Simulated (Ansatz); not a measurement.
Compare A (`B[SiH](C)BF`) with its isomer B (`BCB[SiH2]F`).

Program: Ansatz. Geometries: PBE0-D4/def2-TZVP. ΔE: electronic, gas phase. CCSD(T)/CBS is the MP2 limit (def2-TZVPP, def2-QZVPP) plus CCSD(T) − MP2 in def2-TZVPP, frozen cores. Functionals use def2-TZVPP. B3LYP here is the variant with VWN-RPA as its local correlation; programs differ in this. One conformer a species, not always the lowest.

A:

```xyz
12

B     1.317   -0.248   -1.414
Si   -0.212   -0.451   -0.140
C    -1.487    0.932   -0.169
B     0.749   -0.597    1.655
F     0.742    0.426    2.495
H     1.595    0.805   -1.911
H     2.036   -1.175   -1.650
H    -0.860   -1.783   -0.352
H    -1.006    1.891    0.034
H    -2.259    0.774    0.587
H    -1.974    0.997   -1.144
H     1.359   -1.571    2.011
```

B:

Z-matrix (Å, degrees):
```
C
B 1 1.557
B 1 1.549 2 108.3
H 1 1.090 2 115.6 3 132.1
H 1 1.107 2 99.2 3 -108.9
Si 2 2.008 1 119.0 3 -127.5
H 2 1.198 1 118.6 3 52.9
H 3 1.197 1 121.1 2 112.9
H 3 1.196 1 119.6 2 -65.1
F 6 1.607 2 114.0 1 -179.6
H 6 1.491 2 109.8 1 59.9
H 6 1.491 2 110.1 1 -58.9
```

**Question.** Which is lower in electronic energy at CCSD(T)/CBS, and by how much? (Best estimate.)

**Answer.** The calculation gave: B, by 37.4 kJ/mol.

**Question.** Give E(B) − E(A) in kJ/mol with ωB97M-V, CCSD/def2-TZVPP, B3LYP-D4, r2SCAN-D4, B2PLYP, B3LYP, PBE0-D4. (Estimate.)

**Answer.** The calculation gave: ωB97M-V -37.8, CCSD/def2-TZVPP -35.4, B3LYP-D4 -33.2, r2SCAN-D4 -31.6, B2PLYP -37.0, B3LYP -34.3, PBE0-D4 -27.8. None reverses the order clearly.

Largest T1 diagnostic: 0.014.

In def2-TZVPP, CCSD(T) changes the Hartree–Fock value by +11.9 kJ/mol (the triples alone add +2.4 kJ/mol) and MP2 by +3.1 kJ/mol. From PBE to PBE0 (25 % exact exchange), in def2-TZVPP and without D4, E(B) − E(A) moves by −6.6 kJ/mol.
